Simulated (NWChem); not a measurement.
System: CH₃ClZn; SMILES [CH3][Zn][Cl]

NWChem input:

```
start job
memory heap 200 mb stack 900 mb global 1100 mb
geometry units angstroms noautoz
  Zn     0.001097     0.348203    -0.000028
  Cl     0.000296    -1.769563     0.000028
  C      0.001356     2.278604    -0.000009
  H     -0.639185     2.669219     0.805612
  H     -0.376306     2.669294    -0.957411
  H      1.019264     2.669306     0.151809
end
basis spherical
  * library def2-svp
end
dft
  xc m06
  iterations 150
  mulliken
end
task dft energy
```

Coordinates come from a PBE0/def2-SVP optimisation.

Q: Predict the main results of this run. (M06/def2-SVP.) Quantities: energy (Ha); highest occupied level (eV); orbital gap (eV); dipole (D).

A: 
| Item | Result |
|---|---|
| energy (Ha) | -2279.03 |
| highest occupied level (eV) | -8.13 |
| orbital gap (eV) | 7.41 |
| dipole (D) | 2.45 |
